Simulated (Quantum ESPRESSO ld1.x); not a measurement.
Q: Si IV, 11 electrons, occupied as [Ne] 7s1 (not the ground configuration). Calculated with ld1.x of Quantum ESPRESSO 7.5: Dirac Kohn-Sham, BLYP, spin-unpolarised, spherical densities, point nucleus. Some entries of the table are withheld. Estimate them.

orbital,occ.,eigenvalue (eV),<1/r> (bohr^-1)
1s1/2,2,-1839.60,13.64
2s1/2,2,(1),2.596
2p1/2,2,-146.403,(2)
2p3/2,4,-145.742,(3)
7s1/2,1,-5.4354,(4)

A: 
(1) 2s1/2 eigenvalue (eV): -189.585
(2) 2p1/2 <1/r> (bohr^-1): 2.491
(3) 2p3/2 <1/r> (bohr^-1): 2.478
(4) 7s1/2 <1/r> (bohr^-1): 0.1022
